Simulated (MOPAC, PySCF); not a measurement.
C2H6N2, SMILES `C=NCN`, neutral singlet in the gas phase. 

Z-matrix (Å, degrees):
```
C
H 1 1.0924
H 1 1.0987 2 107.98
N 1 1.4453 2 108.36 3 117.54
H 4 1.0136 1 110.35 2 179.37
H 4 1.0138 5 107.10 1 119.91
N 1 1.4628 2 107.03 3 -120.03
C 7 1.2598 1 117.84 2 114.99
H 8 1.0886 7 119.78 1 179.40
H 8 1.0988 9 117.00 7 -179.98
```
Charge 0, multiplicity 1.

All levels are single points at this geometry (B3LYP-D3(BJ)/def2-TZVP); Pople sets use spherical d functions. Orbital energies aren't observables, and empty levels follow the basis.

| level | HOMO (eV) | LUMO (eV) | gap (eV) | dipole (D) | vertical IE, Delta-SCF (eV) |
|---|---|---|---|---|---|
| B3LYP-D3(BJ)/def2-TZVP in PySCF | -6.93 | -0.69 | 6.24 | 1.39 | – |
| B3LYP/6-311+G** in PySCF | -7.00 | -0.86 | 6.13 | 1.53 | – |
| B3LYP/6-31G* in PySCF | -6.55 | -0.14 | 6.41 | 1.29 | 9.09 |
| M06-2X/6-31G* in PySCF | -8.30 | 1.15 | 9.45 | 1.39 | – |
| PBE/6-31G* in PySCF | -5.30 | -1.05 | 4.25 | 1.14 | 8.73 |
| SVWN5/6-31G* in PySCF | -5.39 | -1.26 | 4.13 | 1.15 | – |
| HF/3-21G in PySCF | -10.36 | 4.59 | 14.95 | 1.70 | – |
| HF/6-31G* in PySCF | -10.61 | 4.45 | 15.06 | 1.74 | – |
| HF/STO-3G in PySCF | -8.72 | 8.06 | 16.79 | 1.28 | – |
| AM1 in MOPAC | -9.99 | 1.10 | 11.10 | 1.73 | – |
| PM3 in MOPAC | -9.66 | 0.77 | 10.43 | 1.69 | – |
| PM6 in MOPAC | -9.63 | 0.64 | 10.27 | 2.06 | – |
| PM7 in MOPAC | -9.82 | 0.52 | 10.34 | 2.21 | – |
